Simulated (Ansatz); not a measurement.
The molecule ClO-, multiplicity 3 (an upper state: multiplicity 1 came lower at CCSD(T)/def2-TZVPP on PBE0 minima).

The constants come from a fifth-degree fit in 1/R (seven points, main isotopes). In def2 and cc sets the state is the lowest found near the PBE0 minimum, followed along R.

Correlated levels freeze the cores.

The values were computed with Ansatz (a program for electronic structure). Values without a source in brackets are computed.

```csv
level,r_e (Å),ω_e (cm⁻¹),ω_e x_e (cm⁻¹)
PBE/def2-TZVPP,2.395,243,4.2
PBE0/def2-TZVPP,2.400,___,3.8
wB97X-V/def2-TZVPP,2.380,270,3.7
CCSD/def2-TZVPP,2.476,196,5.8
CCSD(T)/def2-TZVPP,___,___,5.8
```

Problem. Some entries are withheld; supply them.

Solution. 
- CCSD(T)/def2-TZVPP, r_e (Å): 2.413
- CCSD(T)/def2-TZVPP, ω_e (cm⁻¹): 232
- PBE0/def2-TZVPP, ω_e (cm⁻¹): 251
